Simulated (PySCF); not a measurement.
PySCF 2.14 output of an unrestricted r2SCAN calculation on a single atom or ion in 6-31G*, with the non-relativistic Hamiltonian (point nucleus):

```
SCF conv_tol = 1e-09
number electrons alpha = 15  beta = 14
    J. W. Furness, A. D. Kaplan, J. Ning, J. P. Perdew, and J. Sun.,  J. Phys. Chem. Lett. 11, 8208-8215 (2020)
    J. W. Furness, A. D. Kaplan, J. Ning, J. P. Perdew, and J. Sun.,  J. Phys. Chem. Lett. 11, 9248-9248 (2020)
    J. W. Furness, A. D. Kaplan, J. Ning, J. P. Perdew, and J. Sun.,  J. Phys. Chem. Lett. 11, 8208-8215 (2020)
    J. W. Furness, A. D. Kaplan, J. Ning, J. P. Perdew, and J. Sun.,  J. Phys. Chem. Lett. 11, 9248-9248 (2020)
cycle= 1 E= -1778.68258443163  delta_E= -0.000544  |g|= 0.0883  |ddm|= 0.143
cycle= 2 E= -1778.68170579786  delta_E= 0.000879  |g|= 0.113  |ddm|= 0.0677
cycle= 3 E= -1778.68397623864  delta_E= -0.00227  |g|= 0.000224  |ddm|= 0.0338
cycle= 4 E= -1778.68397631758  delta_E= -7.89e-08  |g|= 2.57e-05  |ddm|= 0.00147
cycle= 5 E= -1778.68397631775  delta_E= -1.67e-10  |g|= 4.07e-06  |ddm|= 1.59e-05
converged SCF energy = -1778.68397631775  <S^2> = 0.75017366  2S+1 = 2.0001737
```

The run itself started from symmetry-adapted Hartree-Fock orbitals and held the occupation by maximum overlap, on a logarithmic radial grid, so the iterations belong to that start.

**Question.** Which element, charge and spin multiplicity is this?

**Answer.** Zn⁺ (zinc, charge +1), multiplicity 2; the state was [Ar] 3d10 4s1, 2S determinant.
